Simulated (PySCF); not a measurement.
These are PBE-D3(BJ)/def2-TZVP // PBE0-D3(BJ)/def2-TZVP run with PySCF values and carry that method's errors. Gas-phase values, no solvent. One relaxed conformer stands for a flexible species; it need not be the lowest. 

Reference species (SMILES): `N[Si](N)(N)N` (neutral, multiplicity 1).

The S1 oscillator strength comes out as 0.000 and the HOMO–LUMO gap is 5.27 eV. The HOMO is -5.22 eV.

After one change: the S1 oscillator strength is nearly the same; the HOMO–LUMO gap falls by 0.38 eV; the HOMO decreases by 2.18 eV.

Which change was made? The new species is one of these.
A) `N[Si](N)(N)Br`
B) `N[Si](Br)(Br)Br`
C) `Br[Si](Br)(Br)Br`
D) `N[Si](N)(Br)Br`

C, `Br[Si](Br)(Br)Br`
